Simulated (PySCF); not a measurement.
# Excitation energy of Ta⁺ by level of theory

Ta⁺ [Xe] 4f14 5d3 6s1 (5F) → Ta⁺ [Xe] 4f14 5d2 6s2 (3F), as a difference of total energies. Computed with PySCF 2.14 in aug-cc-pVDZ-PP with ECP60MDF (5s5p4d2f, 54 functions), with a scalar-relativistic core potential. Correlated levels: valence: 5s2 5p6 frozen. The calculations carry no spin-orbit coupling.

| method | excitation energy (eV) |
| --- | --- |
| UHF | 1.536 |
| LDA | 0.860 |
| PBE | 1.136 |
| r2SCAN | 1.735 |
| wB97X | 0.034 |
| PBEsol | 1.181 |
| BLYP | 0.647 |
| MP2 (valence) | 0.914 |
| SCS-MP2 (valence) | 0.506 |

Q: Estimate what PBE0 gives.

A: 1.224 eV, closest to PBEsol among the rows shown.

Q: Estimate what r2SCANh gives.

A: 1.683 eV, closest to r2SCAN among the rows shown.

Errors of the correlated levels include the incompleteness of this basis and the frozen core.

For comparison: 0.428 eV (measured; NIST levels, between the centres of gravity of the two terms).
